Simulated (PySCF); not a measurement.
A structure optimised at ωB97X-D3(BJ)/def2-SVP, used in a PySCF frequency run:

```xyz
5

Ga     0.0030     0.7482     0.0000
F      1.4496     1.7182     0.0000
F     -1.4928     1.6440     0.0000
Se     0.0504    -1.5261     0.0000
H     -1.4168    -1.5657     0.0000
```

Problem. Write its SMILES, formula and point group.

Solution. [F][Ga]([F])[SeH], F2GaHSe, Cs

Problem. What are its rotational constants (standard atomic weights)?

Solution. 5.9860, 1.5190, 1.2116 GHz
